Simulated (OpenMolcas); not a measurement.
An OpenMolcas run meant for Pm4+ (ANO-R3, X2C; inactive shells 1s 2s 2p 3s 3p 3d 4s 4p 4d 5s 5p; intended active space 3 electrons in 7 orbitals (4f)). One step of its input:

```
&CASPT2
Multistate=30 1 2 3 4 5 6 7 8 9 10 11 12 13 14 15 16 17 18 19 20 21 22
23 24 25 26 27 28 29 30
Frozen=14 9
IPEA=0.25
Shift=1.5
MaxIter=60
WThr=0.0 0.3 0.05
PrWF=0.5
NoMix
```

The run finished. Its levels beside those of a sound run (SS-CASPT2, IPEA 0.25 Eh, imaginary shift 0.1 Eh (closed shells correlated: 5s 5p)), in eV above each run's lowest level:

| Level | This run | Usual run |
| --- | --- | --- |
| 4f³ ⁴I°_9/2 | 0.0000 | 0.0000 |
| 4f³ ⁴I°_11/2 | 0.3199 | 0.3207 |
| 4f³ ⁴I°_13/2 | 0.6595 | 0.6606 |
| 4f³ ⁴I°_15/2 | 1.0071 | 1.0079 |
| 4f³ ⁴F°_3/2 | 1.9092 | 1.8775 |
| 4f³ ²H°_9/2 [70 %] | 1.9674 | 1.9368 |
| 4f³ ⁴F°_5/2 | 2.0872 | 2.0559 |
| 4f³ ⁴S°_3/2 | 2.2008 | 2.1702 |
| 4f³ ⁴F°_7/2 | 2.2464 | 2.2151 |
| 4f³ ⁴F°_9/2 | 2.4309 | 2.3999 |
| 4f³ ²H°_11/2 | 2.5084 | 2.4777 |
| 4f³ ²G°_7/2 [74 %] | 2.7812 | 2.7466 |
| 4f³ ⁴G°_5/2 | 2.9576 | 2.9188 |
| 4f³ ²K°_13/2 | 3.1670 | 3.1445 |

**Question.** Which setting is unsound, and how much does it matter here?

**Answer.** The level shift is far above the usual 0.1 to 0.3 hartree and damps the second-order energy. Against the sound run the excited levels shown move by 200 cm-1 on average and by 310 cm-1 at most.

CASPT2 does not keep the components of a term degenerate, so their means are used; among the terms shown or strongly mixed into the levels shown the widest spread is 300 cm-1 (4f³ ⁴G°, the sound run). High states are left out of the spin-orbit mixing, which shifts the levels that they would mix with. The CASPT2 spread within a term exceeds the gap to the next term for 4f³ ⁴S° and 4f³ ⁴F°, 4f³ ⁴G° and 4f³ ²K°, so the order of their levels is uncertain, and so are names and mixing where such terms share a J. Levels of configurations outside the active space are missing.

A share in square brackets marks a mixed level and gives the weight of the term that names it, the lowest over the columns. ° marks odd parity.
